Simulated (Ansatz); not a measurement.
A run for Ansatz (an electronic-structure program): U-BLYP/def2-TZVPP on H2W (SMILES [WH2]), 2S+1 = 3, a spin state set in the input, which need not be the lowest. Elements past Kr take the def2 small-core potentials; no spin–orbit coupling.

Ansatz 0.2 input:
```yaml
crystal:
  periodic: [false, false, false]
  atoms:
    - {symbol: W, position_ang: [0.53626150, 0.11402483, 0.17281746]}
    - {symbol: H, position_ang: [-0.05259218, -1.47471462, -0.04748517]}
    - {symbol: H, position_ang: [-0.51673804, 1.40816138, -0.19565192]}
basis:
  gaussian:
    orbitals: def2-TZVPP
hamiltonian:
  xc: {name: BLYP}
magnetization: {spin_polarized: true, initial_magnetization: 2}
```

Program output:

```
WARN ansatz: RAYON_NUM_THREADS=1 ignored (pool sized by the plan → 1); use --threads N
Functional definition: BLYP
integrals: 0.01 GiB planned
453 factors; their error is unknown
mean field: 0.21 GiB planned
mean field evaluation 1: about -1849.2975 eV, gradient 2.1e1 eV
mean field evaluation 2: about -1845.9625 eV, gradient 3.5e1 eV
mean field evaluation 4: about -1852.4645 eV, gradient 6.7e0 eV
mean field evaluation 8: about -1853.2533 eV, gradient 2.0e0 eV
mean field evaluation 16: about -1853.3351 eV, gradient 3.0e-2 eV
mean field evaluation 32: about -1853.3452 eV, gradient 7.2e-2 eV
mean field evaluation 64: about -1851.5871 eV, gradient 7.4e0 eV
mean field evaluation 96: about -1852.8737 eV, gradient 1.6e-3 eV
mean field evaluation 128: about -1852.9225 eV, gradient 1.5e0 eV
mean field evaluation 160: about -1852.8592 eV, gradient 6.4e0 eV
mean field evaluation 192: about -1853.3476 eV, gradient 2.0e-1 eV
mean field -1853.34810774 eV, -68.1092867149 hartree, gradient 6.7e-6 eV, S^2 2.865147; 18 other end points of the search recorded, 0 dependent functions left out
reference -1853.34837752 eV, -68.1092966293 hartree; 9, 7 occupied and 75, 77 virtual orbitals, 453 factors
Total energy: -1853.34837752 eV, -68.1092966293 hartree
```

The run converged. Its determinant has ⟨S²⟩ = 2.87, a mixture of spin states.

Cost: very roughly 15 core-seconds.
